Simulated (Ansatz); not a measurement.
A nudged elastic band was laid between two geometries of BH4NO + H3N (11 atoms, charge 0, multiplicity 1).

The calculation used Ansatz 0.2.0, RKS r2SCAN-D4/def2-SVP.

```json
{
  "movable images": "7",
  "climbing image": "yes",
  "spring": "0.1 eV/Å²",
  "optimiser": "quadratic models (default)",
  "start path": "through a guess of the saddle point",
  "force threshold": "0.05 eV/Å",
  "iteration limit": "60",
  "end points": "relaxed"
}
```

Image 0:

```xyz
11
Properties=species:S:1:pos:R:3
B -0.162 -0.436 -0.227
H -0.154 -1.019 0.837
O 0.999 -0.034 -0.843
H 1.781 -0.282 -0.340
N -1.385 -0.180 -0.869
H -2.276 -0.475 -0.496
H -1.435 0.269 -1.776
N -0.140 2.376 1.221
H -0.964 2.069 0.699
H 0.636 2.174 0.589
H -0.048 1.692 1.974
```

Image 8:

```xyz
11
Properties=species:S:1:pos:R:3
B 0.014 0.588 -0.585
H -0.656 0.169 3.275
O 1.277 0.136 -0.925
H 1.258 -0.622 -1.517
N -1.173 -0.006 -1.112
H -1.172 -0.847 -1.672
H -2.098 0.259 -0.803
N -0.042 1.681 0.327
H -0.887 2.178 0.565
H 0.806 2.151 0.615
H -0.475 0.470 2.599
```

(1) Which bonds break or form, and what moves?

(2) What energy profile does the band end with?

(3) What is the geometry of the highest image?

Results:

(1) Bonds broken: B1–H2, N8–H11. Bonds formed: B1–N8, H2–H11. BH4NO + H3N becomes BH5N2O + H2.

(2) It converged. The highest image is number 4 of 0 to 8, 1.55 eV above the first end and 2.02 eV above the last; the last end lies 0.47 eV below the first. The profile has 2 maxima (images 2, 4) with wells between them (image 3): this band takes more than one step, which may be the mechanism or a detour left from its start path. Neighbouring images differ by up to 1.7 eV, so the band resolves the path poorly. The order of the stationary point at the top wasn't checked. The orbitals stay closed-shell, which can raise the energy where a bond breaks towards radicals; this wasn't checked here.

| image | path coordinate (Å) | energy (eV) | B1–H2 (Å) | N8–H11 (Å) | B1–N8 (Å) |
| --- | --- | --- | --- | --- | --- |
| 0 | 0.00 | 0.00 | 1.21 | 1.02 | 3.16 |
| 1 | 2.23 | 0.21 | 1.21 | 1.02 | 2.93 |
| 2 | 4.46 | 0.25 | 1.24 | 1.02 | 1.74 |
| 3 | 6.67 | 0.18 | 1.21 | 1.02 | 2.80 |
| 4 | 8.87 | 1.55 | 1.52 | 1.27 | 1.58 |
| 5 | 9.70 | -0.11 | 2.31 | 2.01 | 1.43 |
| 6 | 10.53 | -0.44 | 3.06 | 2.48 | 1.42 |
| 7 | 11.36 | -0.47 | 3.55 | 2.60 | 1.42 |
| 8 | 12.19 | -0.47 | 3.94 | 2.61 | 1.42 |

(3) 
```xyz
11
Properties=species:S:1:pos:R:3
B -0.107 0.365 0.001
H -0.364 -0.239 1.371
O 1.197 0.023 -0.365
H 1.259 -0.870 -0.720
N -1.247 0.106 -0.878
H -1.249 -0.810 -1.321
H -2.167 0.246 -0.468
N -0.116 1.802 0.661
H -0.840 2.444 0.340
H 0.805 2.239 0.669
H -0.320 0.851 1.478
```

Run time: 13 min on 2 threads of Arm Neoverse V2 (shared host), peak memory 0.14 GiB.
